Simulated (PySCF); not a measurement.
C2H6Si, SMILES C1C[SiH2]1.

Geometry optimised at B3LYP-D3(BJ)/def2-TZVP.

These are HF/def2-TZVPD run with PySCF values and carry that method's errors.

Isolated molecule, no solvent.

```yaml
total_energy: -368.14899 hartree
point_group: C2v
highest_occupied_level: -9.49 eV
lowest_empty_level: 1.98 eV
orbital_gap: 11.47 eV
dipole_moment: 0.22 D
quadrupole, principal values (traceless, Buckingham form, about the centre of nuclear charge): -0.94, -0.32, 1.26 D·Å
mean_static_polarisability: 50.0 bohr³ (7.41 Å³)
polarisability_principal_values: 44.4, 46.3, 59.3 bohr³
```
